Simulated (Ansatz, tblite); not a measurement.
Cost and result up the ladder for the cluster B₁₄ (14 atoms). Charge 0, multiplicity 1. Geometry: PBE0-D4/def2-SVP.

```tsv
atom	x (Å)	y (Å)	z (Å)
B1	-2.066	-0.140	0.655
B2	-0.833	-1.486	2.839
B3	-0.490	-0.973	1.208
B4	-2.129	0.313	-0.851
B5	0.720	0.938	-1.116
B6	1.925	0.230	0.045
B7	0.661	-1.423	2.451
B8	0.233	0.983	-2.829
B9	-1.999	-0.725	2.123
B10	-0.952	0.580	-1.861
B11	1.713	1.361	-2.486
B12	2.470	0.968	-1.198
B13	-0.558	0.081	-0.223
B14	1.305	-0.705	1.243
```

Ansatz on 4 threads of Arm Neoverse V1 on a shared host; xTB runs through tblite on one thread. Times are rough, summed over both states, and most runs start from the orbitals of an earlier one. No level here is sound enough to serve as a yardstick. The other state is a triplet at its own geometry.

The xTB rows come from tblite. The structure comes from a short search, and lower isomers may exist.

Run but left out: HF/STO-3G, HF/def2-TZVP, PBE-QIDH/def2-TZVP (singlet: restricted singlet, unstable in another Hartree–Fock run and untested here).

xTB has no spin-polarisation term.

| level | functions | wall time | triplet − singlet (eV) | remarks |
| --- | --- | --- | --- | --- |
| GFN1-xTB | 56 | 0.021 s | 0.86 | – |
| GFN2-xTB | 56 | 0.034 s | 0.54 | – |
| PBE-D4/def2-TZVP (with forces) | 434 | 33 s | -0.25 | restricted SCF unstable in HF (singlet) |
| r2SCAN-D4/def2-TZVP | 434 | 56 s | -0.43 | restricted SCF unstable in HF (singlet) |
| PBE0-D4/def2-TZVP | 434 | 83 s | -0.30 | restricted SCF unstable in HF (singlet) |
